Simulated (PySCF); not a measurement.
B(Cl)(vinyl)(OMe) (C3H6BClO), SMILES ClB(C=C)OC.

Coordinates come from a ωB97X-D3(BJ)/def2-SVP optimisation. One conformer was computed; it need not be the lowest.

Two levels are set side by side: TDA-PBE/def2-SVPD (PySCF) and TDA-M06-2X/def2-SVPD (PySCF). Vertical, same geometry. The lowest singlet is HOMO−1→LUMO 57 %, HOMO→LUMO 36 % with PBE and HOMO−1→LUMO 57 %, HOMO−3→LUMO 23 %, HOMO→LUMO 14 % with the other functional; states are paired by order. Differences are taken from unrounded values.

| quantity | TDA-M06-2X | TDA-PBE | TDA-PBE minus TDA-M06-2X |
|---|---|---|---|
| lowest singlet excitation (eV) | 6.11 | 5.13 | -0.98 |
| lowest triplet excitation (TDA) (eV) | 4.31 | 4.02 | -0.28 |
| first bright state (f over 0.05) (eV) | 6.78 | 5.58 | -1.19 |
| its oscillator strength | 0.12 | 0.06 | -0.06 |

Functionals without exact exchange tend to place singlet excitations lower, as here. Differences between two approximate levels are no errors against the true value.

Rough cost on one machine, each run with all the roots and properties that it gave: TDA-M06-2X against TDA-PBE about 10 times.
